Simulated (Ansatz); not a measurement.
Mulliken charges of C4H3F3 (`C=C(F)C=C(F)F`) from ωB97M-V/def2-TZVPP in Ansatz (PBE0-D4/def2-TZVP geometry).

| atom | x (Å) | y (Å) | z (Å) | charge (e) |
| --- | --- | --- | --- | --- |
| C1 | -0.658 | -1.354 | -1.154 | -0.249 |
| C2 | -0.288 | -0.696 | -0.062 | 0.229 |
| F3 | -0.431 | -1.275 | 1.137 | -0.192 |
| C4 | 0.275 | 0.634 | -0.034 | -0.192 |
| C5 | 0.652 | 1.312 | 1.042 | 0.376 |
| F6 | 0.590 | 0.916 | 2.283 | -0.136 |
| F7 | 1.157 | 2.522 | 0.981 | -0.153 |
| H8 | -1.072 | -2.350 | -1.083 | 0.108 |
| H9 | -0.547 | -0.897 | -2.126 | 0.099 |
| H10 | 0.407 | 1.137 | -0.981 | 0.111 |

**Question.** By hand: the dipole of these point charges (1 e Å = 4.8032 D).

**Answer.** Σ q r = (-0.009, 0.067, -0.444) e Å, of length 0.449 e Å = 2.16 D.

**Question.** How does the dipole of the full density compare? (An estimate is asked.)

**Answer.** The calculation gave: (0.005, 0.083, -0.351) e Å, 1.73 D; the point charges give 1.25 times that, at 5° from its direction.

Point charges leave out the atoms' own dipoles, such as those of lone pairs, and Mulliken's split depends on the basis, so the two needn't agree.
